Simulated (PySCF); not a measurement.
One molecule, one basis, several functionals.

Species: C2H5BS2.
InChI=1S/C2H5BS2/c1-2-5-3-4-1/h3H,1-2H2

PySCF, pcSseg-2 basis, density fitting, gas phase, PBE0-D3(BJ)/def2-SVP geometry. One functional is left out:

| functional | exact exchange (%) | HOMO energy (eV) | LUMO energy (eV) | dipole moment (D) |
| --- | --- | --- | --- | --- |
| B97-D | 0 | -5.81 | -1.52 | 2.331 |
| BLYP | 0 | -5.68 | -1.52 | 2.313 |
| BP86 | 0 | -5.93 | -1.76 | 2.366 |
| LDA | 0 | -5.96 | -1.91 | 2.409 |
| OPBE | 0 | -5.86 | -1.60 | 2.388 |
| PBE | 0 | -5.85 | -1.70 | 2.369 |
| B3LYP | 20 | -6.73 | -0.98 | 2.284 |
| PBE0 | 25 | -6.95 | -0.82 | 2.329 |
| mPW1PW91 | 25 | -6.97 | -0.82 | 2.319 |
| BHandHLYP | 50 | -7.94 | 0.20 | 2.231 |

Q: Predict the row of B97-2 (21 % exact exchange) by straight lines through the other rows, and check it.

A: 
```json
{"property": "HOMO energy (eV)", "line": "-6.75", "computed": "-6.73", "computed − line": "+0.02", "B3LYP (20 %), for comparison": "-6.73"}
{"property": "LUMO energy (eV)", "line": "-0.92", "computed": "-0.81", "computed − line": "+0.11", "B3LYP (20 %), for comparison": "-0.98"}
{"property": "dipole moment (D)", "line": "2.312", "computed": "2.315", "computed − line": "+0.003", "B3LYP (20 %), for comparison": "2.284"}
```

Q: Which of these properties follows the share of exact exchange most closely, and which least?

A: Most closely the HOMO energy, least the dipole moment; the correlations over the tabulated rows are HOMO energy -0.994, LUMO energy 0.983, dipole moment -0.813. The HOMO energy moves by -0.426 eV for every 10 %. Functionals with the same share still differ in their other parts: at 0 % BLYP and LDA differ by 0.28 eV in it.
